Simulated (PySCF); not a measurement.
Isomers of C7H13NOSi.

All values: PBE0/pcSseg-1 (PySCF) at GFN2-xTB geometries, gas phase, one conformer each.

(1) Rank by LUMO energy, lowest first.
A. `[CH3:1][CH:2]([CH3:3])[O:4][Si@H:5]1[CH2:6][C@@H:7]([C:8]#[N:9])[CH2:10]1` with C1–C2–O4–Si5 129°, C2–O4–Si5–C6 94°, O4–Si5–C6–C7 119°, Si5–C6–C7–C8 -136°, C6–C7–C10–Si5 15°, O4–Si5–C10–C7 -132°
B. `[CH3:1][C:2]([CH3:3])([CH3:4])[O:5][SiH2:6]/[CH:7]=[CH:8]\[C:9]#[N:10]` with C2–O5–Si6–C7 157°, O5–Si6–C7–C8 -26°
C. `[CH2:1]=[CH:2][C@H:3]([O:4][SiH2:5][C:6]#[N:7])[CH:8]([CH3:9])[CH3:10]` with C1–C2–C3–O4 -116°, C2–C3–O4–Si5 96°, C3–O4–Si5–C6 -55°, C2–C3–C8–C9 -55°
D. `[CH3:1][CH:2]([CH3:3])[NH:4][SiH2:5][c:6]1[cH:7][cH:8][cH:9][o:10]1` with C1–C2–N4–Si5 -92°, C2–N4–Si5–C6 -46°, N4–Si5–C6–C7 126°
E. `[CH3:1][CH2:2][Si@H:3]([NH:4][CH3:5])[c:6]1[cH:7][cH:8][cH:9][o:10]1` with C1–C2–Si3–N4 -156°, C2–Si3–N4–C5 -177°, C2–Si3–C6–C7 -34°
F. `[CH:1]#[C:2][C@H:3]1[CH2:4][CH2:5][O:6][SiH2:7][CH2:8][NH:9][CH2:10]1` with C2–C3–C4–C5 -106°, C3–C4–C5–O6 -56°, C4–C5–O6–Si7 -37°, C5–O6–Si7–C8 68°

(2) Rank by dipole moment, lowest first.
A. `[CH2:1]=[CH:2][C@H:3]([O:4][SiH2:5][C:6]#[N:7])[CH:8]([CH3:9])[CH3:10]` with C1–C2–C3–O4 -116°, C2–C3–O4–Si5 96°, C3–O4–Si5–C6 -55°, C2–C3–C8–C9 -55°
B. `[H]/[N:1]=[CH:2]\[CH:3]=[C:4]1\[CH2:5][SiH2:6][CH2:7][CH2:8][CH2:9][O:10]1` with N1–C2–C3–C4 180°, C3–C4–C5–Si6 -106°, C4–C5–Si6–C7 -70°, C5–Si6–C7–C8 48°, Si6–C7–C8–C9 -60°
C. `[CH3:1][C:2]#[C:3][Si@H:4]([OH:5])[N:6]1[CH2:7][CH2:8][CH2:9][CH2:10]1` with C3–Si4–O5–H -62°, C3–Si4–N6–C7 -53°, Si4–N6–C7–C8 -101°, N6–C7–C8–C9 -24°, C7–C8–C9–C10 0°, C8–C9–C10–N6 24°
D. `[CH3:1][SiH2:2][CH2:3][C:4](=[O:5])[NH:6][C:7]1=[CH:8][CH2:9][CH2:10]1` with C1–Si2–C3–C4 -61°, Si2–C3–C4–O5 90°, C3–C4–N6–C7 177°, C4–N6–C7–C8 180°
E. `[CH3:1][C:2]([CH3:3])([CH3:4])[O:5][SiH2:6]/[CH:7]=[CH:8]\[C:9]#[N:10]` with C2–O5–Si6–C7 157°, O5–Si6–C7–C8 -26°
F. `[CH2:1]=[C:2]1[C@@H:3]([CH2:4][CH2:5][CH:6]=[O:7])[SiH2:8][N:9]1[CH3:10]` with C2–C3–C4–C5 173°, C3–C4–C5–C6 -176°, C4–C5–C6–O7 -132°

(3) Rank by the highest Hirshfeld charge on any atom, highest value first.
A. `[CH3:1][C:2]#[C:3][Si@H:4]([OH:5])[N:6]1[CH2:7][CH2:8][CH2:9][CH2:10]1` with C3–Si4–O5–H -62°, C3–Si4–N6–C7 -53°, Si4–N6–C7–C8 -101°, N6–C7–C8–C9 -24°, C7–C8–C9–C10 0°, C8–C9–C10–N6 24°
B. `[CH2:1]=[CH:2][C@H:3]([O:4][SiH2:5][C:6]#[N:7])[CH:8]([CH3:9])[CH3:10]` with C1–C2–C3–O4 -116°, C2–C3–O4–Si5 96°, C3–O4–Si5–C6 -55°, C2–C3–C8–C9 -55°
C. `[CH3:1][CH:2]([CH3:3])[NH:4][SiH2:5][c:6]1[cH:7][cH:8][cH:9][o:10]1` with C1–C2–N4–Si5 -92°, C2–N4–Si5–C6 -46°, N4–Si5–C6–C7 126°
D. `[CH:1]#[C:2][C@:3]([CH3:4])([CH2:5][C:6]([NH2:7])=[O:8])[SiH2:9][CH3:10]` with C2–C3–C5–C6 -168°, C3–C5–C6–N7 -149°, C5–C6–N7–H -178° and 1°, C2–C3–Si9–C10 76°
E. `[CH2:1]=[C:2]1[C@@H:3]([CH2:4][CH2:5][CH:6]=[O:7])[SiH2:8][N:9]1[CH3:10]` with C2–C3–C4–C5 173°, C3–C4–C5–C6 -176°, C4–C5–C6–O7 -132°
F. `[CH3:1][C:2]([CH3:3])([CH3:4])[O:5][SiH2:6]/[CH:7]=[CH:8]\[C:9]#[N:10]` with C2–O5–Si6–C7 157°, O5–Si6–C7–C8 -26°

Answers

(1) B (-1.76 eV), C (-0.81 eV), D (-0.19 eV), E (0.05 eV), A (0.22 eV), F (0.91 eV).

(2) C (2.12 D), D (2.67 D), E (2.85 D), A (3.38 D), F (3.68 D), B (5.82 D).

(3) B (+0.447 e), A (+0.434 e), F (+0.397 e), E (+0.387 e), C (+0.355 e), D (+0.314 e).

All values together:

```
                     SMILES  μ (D)  HOMO (eV)  LUMO (eV)  lowest IAO charge (e)  highest IAO charge (e)  lowest Hirshfeld charge (e)  highest Hirshfeld charge (e)
      C[SiH2]CC(=O)NC1=CCC1   2.67      -6.24      -0.07             -0.719 (C)             +0.781 (Si)                   -0.265 (O)                   +0.354 (Si)
 C#C[C@](C)(CC(N)=O)[SiH2]C   4.72      -7.16       0.26             -0.712 (C)             +0.784 (Si)                   -0.225 (O)                   +0.314 (Si)
    CC(C)(C)O[SiH2]/C=C\C#N   2.85      -8.00      -1.76             -0.647 (O)             +1.007 (Si)                   -0.200 (O)                   +0.397 (Si)
  C=C[C@H](O[SiH2]C#N)C(C)C   3.38      -7.93      -0.81             -0.639 (O)             +1.016 (Si)                   -0.203 (O)                   +0.447 (Si)
  [H]/N=C\C=C1\C[SiH2]CCCO1   5.82      -6.24      -0.60             -0.561 (C)             +0.760 (Si)                   -0.262 (N)                   +0.347 (Si)
        CC[Si@H](NC)c1ccco1   1.15      -6.46       0.05             -0.673 (N)             +1.032 (Si)                   -0.248 (N)                   +0.382 (Si)
CC(C)O[Si@H]1C[C@@H](C#N)C1   5.48      -7.97       0.22             -0.631 (O)             +1.133 (Si)                   -0.242 (N)                   +0.432 (Si)
     C#C[C@H]1CCO[SiH2]CNC1   1.79      -6.40       0.91             -0.639 (O)             +0.991 (Si)                   -0.219 (O)                   +0.385 (Si)
       CC#C[Si@H](O)N1CCCC1   2.12      -6.45       0.26             -0.786 (O)             +1.230 (Si)                   -0.305 (O)                   +0.434 (Si)
 C=C1[C@@H](CCC=O)[SiH2]N1C   3.68      -5.96      -0.73             -0.458 (C)             +0.864 (Si)                   -0.228 (O)                   +0.387 (Si)
       O=C1CCCN1C1C[SiH2]C1   3.90      -6.84       0.23             -0.552 (C)             +0.731 (Si)                   -0.303 (O)                   +0.349 (Si)
        CC(C)N[SiH2]c1ccco1   0.98      -6.61      -0.19             -0.676 (N)             +0.889 (Si)                   -0.237 (N)                   +0.355 (Si)
```

Conformers: `[CH3:1][SiH2:2][CH2:3][C:4](=[O:5])[NH:6][C:7]1=[CH:8][CH2:9][CH2:10]1` with C1–Si2–C3–C4 -61°, Si2–C3–C4–O5 90°, C3–C4–N6–C7 177°, C4–N6–C7–C8 180°; `[CH:1]#[C:2][C@:3]([CH3:4])([CH2:5][C:6]([NH2:7])=[O:8])[SiH2:9][CH3:10]` with C2–C3–C5–C6 -168°, C3–C5–C6–N7 -149°, C5–C6–N7–H -178° and 1°, C2–C3–Si9–C10 76°; `[CH3:1][C:2]([CH3:3])([CH3:4])[O:5][SiH2:6]/[CH:7]=[CH:8]\[C:9]#[N:10]` with C2–O5–Si6–C7 157°, O5–Si6–C7–C8 -26°; `[CH2:1]=[CH:2][C@H:3]([O:4][SiH2:5][C:6]#[N:7])[CH:8]([CH3:9])[CH3:10]` with C1–C2–C3–O4 -116°, C2–C3–O4–Si5 96°, C3–O4–Si5–C6 -55°, C2–C3–C8–C9 -55°; `[H]/[N:1]=[CH:2]\[CH:3]=[C:4]1\[CH2:5][SiH2:6][CH2:7][CH2:8][CH2:9][O:10]1` with N1–C2–C3–C4 180°, C3–C4–C5–Si6 -106°, C4–C5–Si6–C7 -70°, C5–Si6–C7–C8 48°, Si6–C7–C8–C9 -60°; `[CH3:1][CH2:2][Si@H:3]([NH:4][CH3:5])[c:6]1[cH:7][cH:8][cH:9][o:10]1` with C1–C2–Si3–N4 -156°, C2–Si3–N4–C5 -177°, C2–Si3–C6–C7 -34°; `[CH3:1][CH:2]([CH3:3])[O:4][Si@H:5]1[CH2:6][C@@H:7]([C:8]#[N:9])[CH2:10]1` with C1–C2–O4–Si5 129°, C2–O4–Si5–C6 94°, O4–Si5–C6–C7 119°, Si5–C6–C7–C8 -136°, C6–C7–C10–Si5 15°, O4–Si5–C10–C7 -132°; `[CH:1]#[C:2][C@H:3]1[CH2:4][CH2:5][O:6][SiH2:7][CH2:8][NH:9][CH2:10]1` with C2–C3–C4–C5 -106°, C3–C4–C5–O6 -56°, C4–C5–O6–Si7 -37°, C5–O6–Si7–C8 68°; `[CH3:1][C:2]#[C:3][Si@H:4]([OH:5])[N:6]1[CH2:7][CH2:8][CH2:9][CH2:10]1` with C3–Si4–O5–H -62°, C3–Si4–N6–C7 -53°, Si4–N6–C7–C8 -101°, N6–C7–C8–C9 -24°, C7–C8–C9–C10 0°, C8–C9–C10–N6 24°; `[CH2:1]=[C:2]1[C@@H:3]([CH2:4][CH2:5][CH:6]=[O:7])[SiH2:8][N:9]1[CH3:10]` with C2–C3–C4–C5 173°, C3–C4–C5–C6 -176°, C4–C5–C6–O7 -132°; `[O:1]=[C:2]1[CH2:3][CH2:4][CH2:5][N:6]1[CH:7]1[CH2:8][SiH2:9][CH2:10]1` with C5–N6–C7–C8 49°, O1–C2–C3–C4 -164°, C2–C3–C4–C5 -27°, C3–C4–C5–N6 28°, C4–C5–N6–C7 162°; `[CH3:1][CH:2]([CH3:3])[NH:4][SiH2:5][c:6]1[cH:7][cH:8][cH:9][o:10]1` with C1–C2–N4–Si5 -92°, C2–N4–Si5–C6 -46°, N4–Si5–C6–C7 126°.
